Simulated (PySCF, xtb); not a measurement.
SiH2ClBr, SMILES Cl[SiH2]Br.

Geometry: PBE-D3(BJ)/def2-TZVP.

Computed with PySCF with IEF-PCM-PBE0/def2-SVP.

The values are the electrostatic part of the solvation free energy, E(continuum) − E(gas) at the gas-phase geometry, in a cavity of scaled van der Waals radii (PySCF's table); cavitation and dispersion terms are not included. In vacuum the orbital gap is 8.45 eV. The dipole moment in vacuum is 1.30 D.

**Question.** Estimate the values in water (ε = 78.36), 2-propanol (ε = 19.26), dimethylsulfoxide (ε = 46.83). (The exact figures need the calculation; the answer reports its results.)

**Answer.** 
| solvent | ε | ΔG(elec) (kcal/mol) | dipole (D) | gap (eV) |
|---|---|---|---|---|
| water | 78.36 | -1.3 | 1.73 | 8.52 |
| 2-propanol | 19.26 | -1.2 | 1.70 | 8.51 |
| dimethylsulfoxide | 46.83 | -1.3 | 1.72 | 8.52 |

For comparison, GFN2-xTB/ALPB(water) (xtb, at the GFN2-xTB geometry, all terms of that model) gives -0.1 kcal/mol.
